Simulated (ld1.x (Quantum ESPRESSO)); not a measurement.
**How hard is this bismuth (Bi) TM potential?**

Bi (Z = 83), norm-conserving Troullier–Martins (Kleinman–Bylander form), made with ld1.x (Quantum ESPRESSO) 7.5 (PW91, fully relativistic). Core [Kr] 4d10 4f14 5s2, reference 5p6 5d10 6s1 6p4. Waves: 5p (bound): rc 1.20 bohr; 5d (bound): rc 1.55 bohr; 6s (bound): rc 1.70 bohr. Local part: the s channel. Core correction: Bessel-smoothed model core inside 0.80 bohr.

Open shells are filled in proportion to 2j + 1 (rel_dist='average').

Occupied shells without a wave of their own: 6p. They enter only through the test configuration that unscreens the potential, and ld1.x also counts them in the model core charge.

The pseudo-atom Hamiltonian at the reference potential is diagonalised in spherical Bessel functions j_l(qr) that vanish at 20 bohr, with q² up to the cutoff. All-electron valence levels (Ry): 5p1/2 -8.4947, 6p1/2 -0.5011, 5p3/2 -6.6791, 6p3/2 -0.3481, 5d3/2 -2.2317, 5d5/2 -2.0097, 6s -1.1375.

Question: How do the lowest levels (Ry) of each channel move with the cutoff, and are there ghosts?

Answer:

```json
{"cutoff (Ry)": "8", "p1/2 #1": "-3.5515", "p1/2 #2": "-0.1349", "p3/2 #1": "-3.5780", "p3/2 #2": "-0.1266", "p3/2 #3": "0.0505", "d3/2 #1": "-0.1873", "d3/2 #2": "0.0648", "d5/2 #1": "-0.1983", "d5/2 #2": "0.0644", "s #1": "-1.0971", "f #1": "0.1129", "Σ f·Δε (mRy)": "41971.9"}
{"cutoff (Ry)": "15", "p1/2 #1": "-6.7894", "p1/2 #2": "-0.2899", "p3/2 #1": "-5.8997", "p3/2 #2": "-0.2405", "p3/2 #3": "0.0340", "d3/2 #1": "-0.6869", "d3/2 #2": "0.0551", "d5/2 #1": "-0.7067", "d5/2 #2": "0.0549", "s #1": "-1.1134", "f #1": "0.1129", "Σ f·Δε (mRy)": "20634.0"}
{"cutoff (Ry)": "30", "p1/2 #1": "-8.3602", "p1/2 #2": "-0.3168", "p3/2 #1": "-6.4796", "p3/2 #2": "-0.2538", "p3/2 #3": "0.0325", "d3/2 #1": "-1.9399", "d3/2 #2": "0.0474", "d5/2 #1": "-1.8038", "d5/2 #2": "0.0481", "s #1": "-1.1345", "f #1": "0.1129", "Σ f·Δε (mRy)": "3485.9"}
{"cutoff (Ry)": "45", "p1/2 #1": "-8.3864", "p1/2 #2": "-0.3173", "p3/2 #1": "-6.5564", "p3/2 #2": "-0.2565", "p3/2 #3": "0.0323", "d3/2 #1": "-2.2122", "d3/2 #2": "0.0466", "d5/2 #1": "-1.9993", "d5/2 #2": "0.0475", "s #1": "-1.1357", "f #1": "0.1129", "Σ f·Δε (mRy)": "854.9"}
{"cutoff (Ry)": "70", "p1/2 #1": "-8.4728", "p1/2 #2": "-0.3176", "p3/2 #1": "-6.6653", "p3/2 #2": "-0.2575", "p3/2 #3": "0.0321", "d3/2 #1": "-2.2315", "d3/2 #2": "0.0466", "d5/2 #1": "-2.0095", "d5/2 #2": "0.0475", "s #1": "-1.1372", "f #1": "0.1129", "Σ f·Δε (mRy)": "103.1"}
{"cutoff (Ry)": "100", "p1/2 #1": "-8.4913", "p1/2 #2": "-0.3179", "p3/2 #1": "-6.6733", "p3/2 #2": "-0.2577", "p3/2 #3": "0.0321", "d3/2 #1": "-2.2317", "d3/2 #2": "0.0466", "d5/2 #1": "-2.0097", "d5/2 #2": "0.0475", "s #1": "-1.1375", "f #1": "0.1129", "Σ f·Δε (mRy)": "31.5"}
{"cutoff (Ry)": "160", "p1/2 #1": "-8.4945", "p1/2 #2": "-0.3180", "p3/2 #1": "-6.6790", "p3/2 #2": "-0.2578", "p3/2 #3": "0.0321", "d3/2 #1": "-2.2317", "d3/2 #2": "0.0466", "d5/2 #1": "-2.0097", "d5/2 #2": "0.0475", "s #1": "-1.1375", "f #1": "0.1129", "Σ f·Δε (mRy)": "1.4"}
{"cutoff (Ry)": "230", "p1/2 #1": "-8.4947", "p1/2 #2": "-0.3180", "p3/2 #1": "-6.6792", "p3/2 #2": "-0.2578", "p3/2 #3": "0.0321", "d3/2 #1": "-2.2317", "d3/2 #2": "0.0466", "d5/2 #1": "-2.0097", "d5/2 #2": "0.0475", "s #1": "-1.1375", "f #1": "0.1129", "Σ f·Δε (mRy)": "0.2"}
{"cutoff (Ry)": "400", "p1/2 #1": "-8.4947", "p1/2 #2": "-0.3180", "p3/2 #1": "-6.6792", "p3/2 #2": "-0.2578", "p3/2 #3": "0.0321", "d3/2 #1": "-2.2317", "d3/2 #2": "0.0466", "d5/2 #1": "-2.0097", "d5/2 #2": "0.0475", "s #1": "-1.1375", "f #1": "0.1129", "Σ f·Δε (mRy)": "0.0"}
```

Result: no extra level below or beside the all-electron valence levels (p1/2, p3/2, d3/2, d5/2, s, f tested); 10 mRy is reached at 140 Ry and 1 mRy at 180 Ry.

The potential misses its own reference levels by up to 2.5 eV, so it is not fit for use. ld1.x takes every shell without a wave as core, so the model core holds the 6p electrons as well and exchange and correlation see them twice. This cancels in the reference configuration, but the file is broken for other ones, and its errors say nothing about a proper core correction. 1 of 7 tests not solved or not reliable.
